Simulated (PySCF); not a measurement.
C2F3 (SMILES F[C]=C(F)F), doublet, geometry from GFN2-xTB.

PySCF was given this input:
```python
from pyscf import gto, scf, dft

mol = gto.Mole()
mol.atom = '''
    C    -0.020970    0.188015    0.950683
    C     0.006310    0.221824   -0.350256
    F    -0.034822   -0.774284    1.829280
    F     0.015706    1.338809   -1.053298
    F     0.028890   -0.837751   -1.176267
'''
mol.basis = '6-311g**'
mol.charge = 0
mol.spin = 1
mol.verbose = 4
mol.build()

mf = dft.UKS(mol)
mf.xc = 'camb3lyp'
mf.kernel()
mf.analyze()
```

Q: Give the total energy at the level CAMB3LYP/6-311G** (PySCF).

A: -375.590431 Ha

Q: Estimate the HOMO energy that CAMB3LYP/6-311G** returns for this input.

A: -9.14 eV

Q: Predict the <S^2> from CAMB3LYP/6-311G**.

A: 0.762

Q: What is the computed number of basis functions (CAMB3LYP/6-311G**)?

A: 90

Q: Give the nuclear repulsion energy at the level CAMB3LYP/6-311G**.

A: 161.7741 Eh

Q: Estimate the dipole moment that CAMB3LYP/6-311G** returns for this input.

A: 0.54 D

These values belong to the state on which the SCF converged, which isn't shown to be the lowest.
